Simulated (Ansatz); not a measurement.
Molecule: CH3Br2GaO, charge 0, multiplicity 1. 
Coordinates optimised at B3LYP-D3(BJ)/def2-TZVP (Ansatz, a first-principles code):
```xyz
8

C     -2.9323    -0.6762    -0.7658
O     -1.5964    -1.1654    -0.7337
Ga    -0.2093    -0.2436    -0.1323
Br    -0.4986     1.8834     0.6639
Br     1.8338    -1.2374    -0.1808
H     -3.0233     0.3418    -0.3767
H     -3.5657    -1.3349    -0.1674
H     -3.2893    -0.6870    -1.7981
```
Charge 0, spin multiplicity 1.

Total electronic energies in hartree. Correlated levels leave the core frozen unless marked. Spin-orbit coupling is left out. Frozen are the shells of the preceding noble gas and the d and f shells that filled before the atom's block. No relativistic terms. Basis-set limits of correlation are two-point, X^-3; Hartree-Fock from the larger set. [CCSD(T)-MP2]/basis is that difference in the basis named.

| level | program | energy (Eh) |
|---|---|---|
| HF/6-31G | Ansatz | -7181.58747 |
| HF/cc-pVTZ | Ansatz | -7182.87882 |
| RI-HF/aug-cc-pVQZ | Ansatz | -7182.89741 |
| RI-HF/cc-pVQZ | Ansatz | -7182.89695 |
| PBE/def2-TZVPD | Ansatz | -7187.28432 |
| PBE-D3(BJ)/def2-TZVPD | Ansatz + dftd3 | -7187.29129 |
| B3LYP-D4/def2-TZVPD | Ansatz + dftd4 | -7188.60440 |
| PBE0/def2-SVP | Ansatz | -7186.49970 |
| PBE0-D4/def2-TZVPD | Ansatz + dftd4 | -7187.51497 |
| PBE0/def2-TZVPD | Ansatz | -7187.50775 |
| r2SCAN0-D4/def2-TZVPD | Ansatz + dftd4 | -7188.34442 |
| CAM-B3LYP-D4/def2-TZVPD | Ansatz + dftd4 | -7188.81522 |
| wB97M-V/def2-TZVPD | Ansatz | -7188.05142 |
| PBE-QIDH/def2-TZVPD | Ansatz | -7186.40320 |
| MP2/cc-pVDZ | Ansatz | -7183.22561 |
| MP2/cc-pVTZ | Ansatz | -7183.67780 |
| RI-MP2/aug-cc-pVTZ | Ansatz | -7183.69790 |
| CCSD/cc-pVDZ | Ansatz | -7183.26556 |
| CCSD(T)/cc-pVDZ | Ansatz | -7183.28200 |
| CCSD(T)/cc-pVQZ | Ansatz | -7183.84116 |
| RI-MP2/CBS(cc-pVTZ,cc-pVQZ)+[CCSD(T)-MP2]/cc-pVDZ | Ansatz | -7183.8755 |
| CCSD(T)/CBS(aug-cc-pVTZ,aug-cc-pVQZ) | Ansatz | -7183.8925 |
| CCSD(T)/CBS(cc-pVTZ,cc-pVQZ) | Ansatz | -7183.8925 |

Totals of different functionals don't rank their quality; only differences between species are comparable.
